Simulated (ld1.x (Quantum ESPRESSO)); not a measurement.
# iridium, PAW: configuration errors across variants

```
Element                 : Ir
Generator               : ld1.x (Quantum ESPRESSO) 7.5
Type                    : PAW
Functional              : BP86
Relativity              : scalar-relativistic
Frozen core             : [Kr] 4d10 4f14
Valence charge          : 17
Reference configuration : 5s2 5p6 5d6 6s0 6p0 (charge +3)
Partial waves           : 5s (bound): rcut 1.35, rcutus 1.50 bohr; 6s (bound, empty): rcut 1.35, rcutus 1.50 bohr; 5p (bound): rcut 1.45, rcutus 1.90 bohr; 6p (bound, empty): rcut 1.45, rcutus 1.90 bohr; 5d (bound): rcut 2.00, rcutus 2.30 bohr; 5d channel at -0.2 Ry: rcut 2.00, rcutus 2.30 bohr
Local potential         : all-electron potential smoothed inside 1.75 bohr (lloc = -2)
Core correction         : a·sin(br)/r model core, default radius (ld1.x builds one for every PAW set, though the input has nlcc=.false.)
Augmentation charge     : BESSEL, radius 1.20 bohr
```

All-electron excitation energies from the reference (eV): (1) 5s2 5p6 5d7 6s2 6p0 -58.368; (2) 5s2 5p6 5d7 6s1 6p0 -48.305; (3) 5s2 5p6 5d7 6s0 6p0 -30.664; (4) 5s2 5p6 5d6 6s2 6p0 -46.046; (5) 5s2 5p6 5d7.5 6s1.5 6p0 -58.634; (6) 5s2 5p6 5d5 6s0 6p0 43.689; (7) 5s2 5p6 5d6 6s2 6p1 -51.204.

Errors AE − PS in meV (a dash: test not solved or not reliable):

```csv
change,(1),(2),(3),(4),(5),(6),(7),bound ghosts
base,+28,+22,+12,+17,+33,-4.2,+21,none
"wave 5d channel at -0.2 Ry: rcut 2.00, rcutus 2.30 bohr becomes 5d channel at -2.6 Ry: rcut 2.00, rcutus 2.30 bohr",+12,+6.2,-1.5,+15,+6.4,-21,+17,none
"wave 5d channel at -0.2 Ry: rcut 2.00, rcutus 2.30 bohr becomes 5d channel at -2.54 Ry: rcut 2.00, rcutus 2.30 bohr",+12,+6.7,-0.3,+14,+6.7,-20,+17,none
"wave 5d channel at -0.2 Ry: rcut 2.00, rcutus 2.30 bohr becomes 5d channel at -2.38 Ry: rcut 2.00, rcutus 2.30 bohr",+12,+8.0,+1.9,+14,+8.4,-17,+17,none
"wave 5d channel at -0.2 Ry: rcut 2.00, rcutus 2.30 bohr becomes 5d channel at -2.26 Ry: rcut 2.00, rcutus 2.30 bohr",+13,+8.8,+3.1,+14,+9.6,-16,+17,none
"wave 5d channel at -0.2 Ry: rcut 2.00, rcutus 2.30 bohr becomes 5d channel at -1.96 Ry: rcut 2.00, rcutus 2.30 bohr",+15,+12,+6.0,+14,+14,-11,+17,none
"wave 5d channel at -0.2 Ry: rcut 2.00, rcutus 2.30 bohr becomes 5d channel at -1.63 Ry: rcut 2.00, rcutus 2.30 bohr",+19,+15,+9.0,+15,+20,-6.2,+17,none
"wave 5d channel at -0.2 Ry: rcut 2.00, rcutus 2.30 bohr becomes 5d channel at -0.82 Ry: rcut 2.00, rcutus 2.30 bohr",+26,+20,+12,+17,+29,-2.2,+19,none
"wave 5d channel at -0.2 Ry: rcut 2.00, rcutus 2.30 bohr becomes 5d channel at 1.39 Ry: rcut 2.00, rcutus 2.30 bohr",-31,-12,+4.7,-2.2,-42,-5.9,-3.6,none
"wave 5d channel at -0.2 Ry: rcut 2.00, rcutus 2.30 bohr becomes 5d channel at 3.44 Ry: rcut 2.00, rcutus 2.30 bohr",+50,+41,+24,+19,+69,+1.9,+20,none
```

Problem. Give the same row for: wave 5d channel at -0.2 Ry: rcut 2.00, rcutus 2.30 bohr becomes 5d channel at 0.21 Ry: rcut 2.00, rcutus 2.30 bohr.

Solution. +3.4, +5.3, +5.3, +11, -0.7, -11, +14; bound ghosts: none.
